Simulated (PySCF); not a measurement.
Electron correlation in As³⁺ (arsenic, charge +3)

[Ar] 3d10 4s2, closed-shell 1S. Calculation: PySCF 2.14, in x2c-TZVPPall (6s5p4d1f, 48 functions); scalar relativity by spin-free X2C-1e. Frozen: [Ne]; 20 electrons correlated.

```
  level  correlation energy (mhartree)
   CCSD                        -266.78
    (T)                          -5.10
CCSD(T)                        -271.88
```

Diagnostics: T1 = 0.0050, D1 = 0.0097, largest double amplitude 0.093.

Cost of the coupled-cluster step: of the order of 1.1 core-seconds, for 20 correlated electrons.

Iterations:

```
CC2 = 0
CCSD nocc = 10, nmo = 43
frozen orbitals [0, 1, 2, 3, 4]
max_cycle = 100
direct = 0
conv_tol = 1e-08
conv_tol_normt = 1e-06
diis_space = 8
diis_start_cycle = 0
Init t2, MP2 energy = -2257.2742827939  E_corr(MP2) -0.276756225547764
Init E_corr(CCSD) = -0.276756225548212
cycle = 1  E_corr(CCSD) = -0.256018869320953  dE = 0.0207373562  norm(t1,t2) = 0.0429066
cycle = 2  E_corr(CCSD) = -0.26696311711831  dE = -0.0109442478  norm(t1,t2) = 0.0143078
cycle = 3  E_corr(CCSD) = -0.265655699447286  dE = 0.00130741767  norm(t1,t2) = 0.00538188
cycle = 4  E_corr(CCSD) = -0.266784921516378  dE = -0.00112922207  norm(t1,t2) = 0.00181012
cycle = 5  E_corr(CCSD) = -0.266791574241787  dE = -6.65272541e-06  norm(t1,t2) = 8.25708e-05
cycle = 6  E_corr(CCSD) = -0.266784091301139  dE = 7.48294065e-06  norm(t1,t2) = 1.70537e-05
cycle = 7  E_corr(CCSD) = -0.266783914194658  dE = 1.77106481e-07  norm(t1,t2) = 2.32751e-06
cycle = 8  E_corr(CCSD) = -0.266784075704261  dE = -1.61509603e-07  norm(t1,t2) = 3.79622e-07
cycle = 9  E_corr(CCSD) = -0.266784066095028  dE = 9.60923308e-09  norm(t1,t2) = 4.98898e-08
CCSD converged
E(CCSD) = -2257.26431063445  E_corr = -0.2667840660950278
CCSD(T) correction = -0.00509863993348138
```

This basis was not built for core-valence correlation, so the inner-shell part is incomplete.
